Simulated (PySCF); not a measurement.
Isomers of C5H11NSi2, one GFN2-xTB conformer each. Single-point energies are computed at PBE0/pcSseg-1 (PySCF, gas phase, no added dispersion term), electronic only.

Problem. Rank them by PBE0/pcSseg-1 energy, lowest first (kcal/mol).
A. `[CH:1]#[C:2][CH2:3][C@@H:4]1[CH2:5][SiH2:6][Si@H:7]1[NH2:8]` with C2–C3–C4–C5 -63°, Si6–Si7–N8–H 45° and -93°, C3–C4–C5–Si6 -141°, C4–C5–Si6–Si7 13°, C5–Si6–Si7–N8 -116°, C3–C4–Si7–Si6 136°
B. `[CH3:1][NH:2][SiH:3]1[CH:4]=[CH:5][SiH2:6][CH:7]=[CH:8]1` with C1–N2–Si3–C4 -174°, N2–Si3–C4–C5 -145°, C4–C5–Si6–C7 16°, C5–Si6–C7–C8 -18°, N2–Si3–C8–C7 137°

Solution. B (0.0), A (31.1).

As drawn, the lower has a C=C bond outside aromatic rings, which the higher lacks; the higher has a four-membered ring, a C≡C bond and an Si–Si bond, which the lower lacks. GFN2-xTB itself gives, in the same order: 0.0, 16.6. Both levels put the same isomer lowest.

Problem. Which frontier levels, dipoles and rotational constants go with these structures?

Solution. 
| SMILES | HOMO (eV, PBE0/pcSseg-1) | LUMO (eV) | dipole (D) | A, B, C (MHz) |
| --- | --- | --- | --- | --- |
| CN[SiH]1C=C[SiH2]C=C1 | -6.62 | -0.88 | 1.38 | 3081, 872.2, 716.5 |
| C#CC[C@@H]1C[SiH2][Si@H]1N | -6.78 | -0.28 | 1.85 | 2154, 888.4, 681.1 |
